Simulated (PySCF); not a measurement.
A structure optimised at PBE-D3(BJ)/def2-SVP, used in a PySCF frequency run:

```
N
H 1 1.0265
Si 1 1.7313 2 115.35
F 3 1.6464 1 112.61 2 -82.51
Si 1 1.7710 2 115.87 3 -169.05
N 5 1.7382 1 119.05 2 72.94
H 6 1.0229 5 119.29 1 -78.15
H 6 1.0237 7 110.23 5 -143.88
H 3 1.4962 4 106.61 1 118.86
H 3 1.4990 9 113.68 4 -116.51
H 5 1.4995 6 107.92 7 164.03
H 5 1.5016 11 113.76 1 -116.47
```
Charge 0, spin multiplicity 1.

### Question
Write its SMILES and formula.

### Answer
N[SiH2]N[SiH2]F, FH7N2Si2

### Question
What are its rotational constants (standard atomic weights)?

### Answer
6.0250, 1.4643, 1.2688 GHz
